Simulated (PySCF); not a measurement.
Atom-mapped SMILES (the numbers label the heavy atoms): `[CH3:1][O:2][c:3]1[n:4][cH:5][cH:6][p:7][c:8]1[SiH3:9]`. Hydrogens are named by the atom that carries them.

Calculated, not measured (PySCF): GIAO PBE0/pcSseg-1 shieldings, geometry from GFN2-xTB. One averaged value for each set of equivalent atoms, gas phase, non-relativistic, single conformer.

Scale: TMS for ¹³C (σref 186.93), ¹H (σref 31.72), ²⁹Si (σref 349.16); ¹⁷O (σref 336.08) against H2O; ¹⁵N (σref 267.73) against NH3; ³¹P (σref 318.38) vs H3PO4 (reference shieldings calculated alike).

```csv
atoms,nucleus,count,Hirshfeld charge,δ (ppm)
P7,³¹P,1,0.14,314.8
H(C5),¹H,1,0.05,9.03
O2,¹⁷O,1,-0.08,?
C3,¹³C,1,0.14,172.6
H(Si9),¹H,3,-0.08,4.61
H(C1),¹H,3,0.05,4.20
C8,¹³C,1,-0.18,?
N4,¹⁵N,1,-0.16,299.7
H(C6),¹H,1,0.05,?
C5,¹³C,1,0.02,159.0
Si9,²⁹Si,1,0.28,?
C6,¹³C,1,-0.13,147.1
C1,¹³C,1,-0.04,55.4
```

**Question.** Estimate the values marked ?.

**Answer.** 
- C8: 149.9 ppm, substituted aromatic carbon
- H(C6): 8.34 ppm, hydrogen on an aromatic CH; the ring current deshields protons in the ring plane
- O2: 149.6 ppm, ether oxygen
- Si9: -74.5 ppm, silicon bonded to C, 3 H

Shifts are as computed. Against solution values, carbons near 30 ppm lie about +3 ppm off and those near 130 ppm about +5 ppm. Of 1211 compounds with measured shifts, 218 miss one by over three times the rms of a fit or turn the order of signals round; such compounds aren't used in these exercises. Experimental scales use liquid or dissolved standards, which lie at an offset from isolated NH3 (liquid NH3: subtract about 20 ppm) and H2O (liquid H2O: subtract about 36 ppm) and H3PO4. Unscaled 15N shifts of sp2 nitrogen come out 20 to 40 ppm too high even then.
